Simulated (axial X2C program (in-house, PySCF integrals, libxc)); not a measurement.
## CoSi: cheaper levels and CCSD(T), two-component

All values were computed with an in-house all-electron X2C program for linear molecules (integrals from PySCF). Two-component (2c) means X2C with spin–orbit coupling and atomic mean-field two-electron Coulomb and Gaunt terms. Basis: Co dyall-cv3z [9s10p6d3f2g], Si dyall-v3z [8s7p2d1f] (cores contracted in-house); Gaussian nuclei, density fitting, unrestricted open shells. Masses: Co 58.933 u, Si 27.977 u.

State: Ω = 7/2 (⟨Sz⟩ = 0.50, ⟨Lz⟩ = 3.00 at HF); fragments Co + Si.

| level | Re (Å) | ωe (cm⁻¹) |
| --- | --- | --- |
| PBE0 | 2.255 | 346.4 |
| HF | 2.552 | 259.0 |
| CCSD | 2.351 | 279.3 |
| BP86 | 2.181 | 347.2 |

Correlated methods: 13 electrons correlated (number of frozen shells: Co 3 s, 2 p; Si 2 s, 1 p), 221 virtual spin orbitals or spinors in MP2, 90 natural virtuals in coupled cluster.

CCSD(T), same Hamiltonian and basis:

Re = 2.316 Å, ωe = 287.2 cm⁻¹; T1 = 0.063 (Lee–Taylor normalisation).

Give the differences from CCSD(T) in the columns below.



```csv
level,ΔRe (Å),Δωe (cm⁻¹)
PBE0,-0.061,59.2
HF,0.236,-28.2
CCSD,0.035,-7.9
BP86,-0.135,60.0
```

One determinant describes the state; a PBE0 search over occupations chose it and may have missed a lower one. De is not given where an atomic determinant may have missed its ground term or J level, or where the truncated virtual space spoils (T). Density functionals use the spin component along the axis (collinear). CCSD and (T) use frozen natural virtuals with an MP2 correction for the truncation; (T) itself is uncorrected, so its De runs slightly low. Other states lie close and PBE0, whose exact exchange favours high spin, may order them wrongly; the determinant shown need not be the ground state. The nearest other spin-free determinant of the search, M_S = 3/2, Λ = 3, lies 0.05 eV up at the distance of the search. The functionals have no current-density term, which raises determinants with orbital currents, atoms included. With several unpaired electrons one determinant need not be a pure state. A state of lower Ω lies just above, and one determinant can place such states too high, so the state shown need not be the lowest. The search has Ω = 5/2 only 0.05 eV up. At some level and bond length an empty orbital lies below a filled one. The determinant is spin-polarised beyond a pure state at some levels (its spin-free form has ⟨S²⟩ too high), which makes Re and μ there less reliable. The T1 diagnostic is large, a sign of multireference character.
